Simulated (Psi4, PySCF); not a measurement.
H$_{4}$AsGa, singlet, geometry from GFN2-xTB (such geometries of metal compounds can be far from the true shape), atoms displaced at random by about 0.08 Å a coordinate. Base run: PySCF with PBE/6-31G, gradient.

Here is a job for PySCF.
```python
from pyscf import gto, scf, dft

mol = gto.M(
    atom='''
Ga   -1.199360   -0.222555    0.065786
As    1.274282    0.249248   -0.087908
H     1.290661   -0.954254    1.028774
H     0.961602    1.130933    1.017504
H    -2.344481    0.748931    0.785066
H    -2.142144   -1.339099   -0.791923
''',
    basis='6-31g',
    charge=0,
    spin=0,
    verbose=3,
)

mf = dft.RKS(mol)
mf.xc = 'pbe'
mf.kernel()
g = mf.nuc_grad_method()
grad = g.kernel()
```

Programs used: Psi4, PySCF; a row that names a program was run with it.

The coordinate followed is z of atom 4.

The base run was repeated with changes; each row names its change, and settings that it needs were set with it.

```tsv
change	dE/dx (Eh/bohr)	net force (Eh/bohr)
base	-0.030819	0.000018
code = psi4	-0.030807	0.000039
conv_tol = 1e-11	-0.030819	0.000018
grids.level = 0; grid_response = off	-0.031209	0.002465
conv_tol = 1e-4	-0.030807	0.000018
grids.level = 1; grid_response = off	-0.030821	0.000419
density fitting = on	-0.030818	0.000018
density fitting = on; auxbasis_response = off	-0.030834	0.000365
finite difference step (bohr) = 1e-4; conv_tol = 1e-11	-0.030822	-
grid_response = on	-0.030822	0.000000
finite difference step (bohr) = 0.01; conv_tol = 1e-11	-0.030825	-
grids.level = 1; grid_response = on	-0.030869	0.000000
```

The net force is zero for an exact gradient.
